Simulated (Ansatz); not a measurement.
A calculation with Ansatz (development build ahead of 0.2.0).

```yaml
crystal:
  periodic: [false, false, false]
  atoms:
    - { symbol: H, position_ang: [1.48926, 0.00968, 0.02628] }
    - { symbol: H, position_ang: [1.13026, 0.97523, -0.0206] }
    - { symbol: H, position_ang: [0.27118, 1.50206, 0.01295] }
    - { symbol: H, position_ang: [-0.73798, 1.30885, -0.02568] }
    - { symbol: H, position_ang: [-1.40896, 0.48323, -0.0034] }
    - { symbol: H, position_ang: [-1.39405, -0.49145, 0.01395] }
    - { symbol: H, position_ang: [-0.76656, -1.30004, -0.02499] }
    - { symbol: H, position_ang: [0.23804, -1.48855, 0.01637] }
    - { symbol: H, position_ang: [1.1715, -0.96098, -0.01966] }
basis:
  gaussian: { orbitals: def2-SVP }
magnetization:
  spin_polarized: true
  initial_magnetization: 1
hamiltonian:
  xc: hf
correlation:
  method: mp2
  frozen_orbitals: { H: 0 }
output:
  forces: true
```

The input is written out in the form of the current development build from the run's settings.

The run gave:

```yaml
Converged: yes
Reference_energy: -4.79247 hartree
Correlation_energy: -0.15283 hartree
Total_energy: -4.94530 hartree
Spin_squared_of_the_determinant: 0.821
Stability_test: minimum
```

Forces (eV/Å):
```tsv
atom	Fx	Fy	Fz
H1	0.230	-2.358	-0.151
H2	-1.033	0.464	0.092
H3	-0.271	0.290	-0.139
H4	1.366	0.115	0.092
H5	-0.822	-1.560	0.030
H6	-0.641	2.526	-0.048
H7	2.893	-1.609	0.126
H8	-2.979	-0.371	-0.148
H9	1.256	2.503	0.147
```

Caution: bonds are stretched, where a single reference can fail.
